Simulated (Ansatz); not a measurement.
Molecule: GeH2, net charge 1, doublet state. SMILES of the parent species: [GeH2]
Coordinates optimised at B3LYP-D3(BJ)/def2-TZVP (Ansatz, a program for electronic structure):
```
Ge
H 1 1.5594
H 1 1.5594 2 120.35
```
Charge +1, spin multiplicity 2.

Parts of the frozen-core correlation energy in cc-pVDZ (Ansatz, hartree). Frozen orbitals: 14; correlated occupied orbitals by spin: 3 and 2; virtual: 20 and 21. UHF or UKS for open shells. Spin-orbit coupling is left out. No relativistic terms.

```json
[
 {"term": "reference (HF)", "value": "-2076.15217"},
 {"term": "MP2 opposite-spin", "value": "-0.05424"},
 {"term": "MP2 same-spin", "value": "-0.00509"},
 {"term": "CCSD correlation", "value": "-0.07966"},
 {"term": "(T)", "value": "-0.00136"},
 {"term": "CCSDT minus CCSD(T)", "value": "-0.00052"},
 {"term": "CCSDT(Q) minus CCSD(T)", "value": "-0.00054"},
 {"term": "T1 diagnostic", "value": "0.014"},
 {"term": "largest doubles amplitude", "value": "0.055"},
 {"term": "<S^2> of the reference", "value": "0.757"}
]
```
